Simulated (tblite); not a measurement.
Compound: C6H5N2O (doublet state).
Numbering: `[N:1]#[C:2][CH:3][C@@H:4]([CH:5]=[O:6])[CH2:7][C:8]#[N:9]` (hydrogens: H10 on C3; H11 on C4; H12 on C5; H13, H14 on C7)

Cartesian coordinates in Å at the GFN2-xTB level; atoms count from 1:
```xyz
14
C6H5N2O angstrom
N     -1.9640   -2.0867    1.2950
C     -1.7581   -1.2327    0.5391
C     -1.4911   -0.2402   -0.3648
C     -0.1357    0.3269   -0.5215
C     -0.2073    1.4067    0.5716
O     -0.5640    2.5285    0.3808
C      0.9961   -0.6713   -0.2534
C      2.2771   -0.0072   -0.2663
N      3.2841    0.5308   -0.2826
H     -2.3163    0.2138   -0.8907
H     -0.0208    0.8194   -1.4909
H      0.0463    1.0153    1.5713
H      0.9957   -1.4455   -1.0267
H      0.8572   -1.1581    0.7169
```

Method: GFN2-xTB as coded in tblite; computed harmonic values from a numerical Hessian at the method's own geometry, unscaled. This tight-binding method is rough: wavenumbers can miss measured ones by several per cent, in bad cases by 10 to 20. One conformer, not necessarily the lowest. Open shells enter through the occupations alone, without spin polarisation, and single modes of such species can be off by tens of per cent.

Harmonic wavenumbers (cm⁻¹): 48.0, 58.4, 81.6, 125.3, 168.2, 227.9, 303.8, 349.8, 381.5, 397.9, 463.8, 563.3, 611.0, 636.0, 833.3, 891.2, 944.2, 977.1, 999.9, 1053.7, 1121.2, 1147.4, 1176.6, 1251.0, 1309.4, 1324.6, 1346.3, 1420.0, 1784.9, 2233.1, 2419.2, 2804.8, 2956.5, 2966.5, 2971.8, 3091.4.

A = 2296, B = 1165, C = 856.4 MHz; mass 121.040 u (most abundant isotopes); point group C1, symmetry number 1; spin multiplicity 2.

Task: What is the zero-point energy?

Result: Half the sum of the wavenumbers: 20720 cm⁻¹ = 59.24 kcal/mol.

Task: Entropy at 200 K, 1 bar (ideal gas, RRHO, classical rotation)?

Result: Translation 38.33, rotation 28.14, vibration 19.35, spin (R ln 2) 1.38: S = 87.2 cal/(mol K).

Task: And Cp and H(200 K) − H(0)?

Result: Cp = 26.89 cal/(mol K), of which vibrations give 18.94 (their classical limit is 36 R = 71.5); H(200 K) − H(0) = 3.62 kcal/mol without the zero-point energy, 2.03 from vibrations.

Task: How do the functions run with temperature in this model?

Result: 
| T (K) | S (cal/(mol K)) | Cp (cal/(mol K)) | H − H(0) (kcal/mol) | G − H(0) (kcal/mol) | ln q(vib) |
| --- | --- | --- | --- | --- | --- |
| 150 | 80.0 | 22.9 | 2.38 | -9.63 | 3.32 |
| 250 | 93.6 | 30.7 | 5.06 | -18.34 | 5.88 |
| 298.15 | 99.3 | 34.2 | 6.63 | -22.98 | 7.05 |
| 400 | 110.3 | 41.0 | 10.46 | -33.67 | 9.44 |
| 600 | 129.0 | 51.2 | 19.75 | -57.66 | 13.82 |
| 900 | 151.7 | 60.7 | 36.66 | -99.91 | 19.70 |

q(vib) and H(0) count from the zero-point level.

Task: Blend soft modes into free rotors: weight 1/[1 + (100 cm⁻¹/ν̃)⁴] for the oscillator and the rest for a rotor with moment μB/(μ + B), μ = h/(8π²ν), B = 10⁻⁴⁴ kg m². What vibrational entropy results?

Result: 17.58 cal/(mol K) in place of 19.35, which changes −T·S at 200 K by +0.35 kcal/mol.

Task: Which modes carry the vibrational entropy at 200 K?

Result: 48.0 cm⁻¹: 4.11; 58.4 cm⁻¹: 3.73; 81.6 cm⁻¹: 3.07; 125.3 cm⁻¹: 2.26; 168.2 cm⁻¹: 1.73; 227.9 cm⁻¹: 1.21 cal/(mol K); the other 30 give 3.24 together.

Hindered rotation and anharmonicity are outside this model. Other conformers, if any are populated, would add a mixing term that is left out. The structure is chiral; the term R ln 2 for an equal mix with its mirror image is left out.
